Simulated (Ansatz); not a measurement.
P₂PdCl₂F₆⁺, that is trans-PdCl2(PF3)2 with one electron fewer. Charge 1, multiplicity 2. Geometry r2SCAN-D4/def2-SVP, that of the neutral singlet; atoms count from 1.

```csv
atom,x (Å),y (Å),z (Å)
Pd1,-0.001,0.002,0.001
Cl2,1.931,0.574,1.133
P3,-0.429,-1.234,1.822
F4,-0.526,-0.475,3.196
F5,0.615,-2.353,2.187
F6,-1.755,-2.080,1.897
Cl7,-1.933,-0.571,-1.131
P8,0.429,1.235,-1.822
F9,0.532,0.470,-3.193
F10,1.753,2.083,-1.896
F11,-0.617,2.349,-2.195
```

In the def2 sets Pd takes a core potential; there is no spin–orbit coupling.

Question: Estimate the Mulliken populations from the PBE0/def2-TZVP orbitals of Ansatz.

Answer: 
```tsv
atom	charge (e)	spin (α − β)	d electrons
Pd1	0.11	0.28	8.66
Cl2	-0.05	0.37	–
P3	0.94	-0.01	–
F4	-0.15	0.00	–
F5	-0.15	0.00	–
F6	-0.15	0.00	–
Cl7	-0.05	0.37	–
P8	0.94	-0.01	–
F9	-0.15	0.00	–
F10	-0.15	0.00	–
F11	-0.15	0.00	–
```
Mulliken values and Mayer orders depend strongly on the basis.

Question: Where does the spin sit?

Answer: Summed by element: Pd 0.28, Cl 0.74, P -0.02, F 0.00, of 1 unpaired in all. Largest on single atoms: Cl7 0.37, Cl2 0.37, Pd1 0.28.

Question: And the Mayer bond orders between bonded heavy atoms (over 0.3)?

Answer: Pd1–Cl2 0.99 (2.31 Å); Pd1–P3 0.78 (2.24 Å); Pd1–Cl7 0.99 (2.31 Å); Pd1–P8 0.78 (2.24 Å); P3–F4 1.24 (1.57 Å); P3–F5 1.24 (1.57 Å); P3–F6 1.23 (1.57 Å); P8–F9 1.24 (1.57 Å); P8–F10 1.23 (1.57 Å); P8–F11 1.24 (1.57 Å). Values over 0.3 also appear between atoms too far apart for a bond (Cl2–Cl7 0.32 at 4.62 Å); they arise where an orbital or an unpaired electron spreads over both atoms.
